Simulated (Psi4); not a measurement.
Noncovalent pair: C2H2 (SMILES C#C) (first 4 atoms) with GeH4 (SMILES [GeH4]); geometry from B3LYP-D3(BJ)/def2-TZVP, rigid monomers moved along the line of their centres of mass till C1···Ge5 is 6.79 Å.
(charge 0, multiplicity 1):
```xyz
9

C      0.059     0.530    -0.263
C     -0.109    -0.654    -0.226
H      0.208     1.582    -0.293
H     -0.258    -1.706    -0.190
Ge     0.058     0.140     6.515
H     -0.718    -1.094     6.036
H      0.040     0.182     8.053
H     -0.606     1.411     5.968
H      1.511     0.062     6.029
```

These are Psi4 with SAPT0/aug-cc-pVDZ values and carry that method's errors.

**Question.** Which attractive term is largest, and how does the interaction split up?

**Answer.** electrostatics -0.02, exchange 0.00, induction 0.00, dispersion -0.05, total -0.07 kcal/mol; the largest attraction is dispersion.
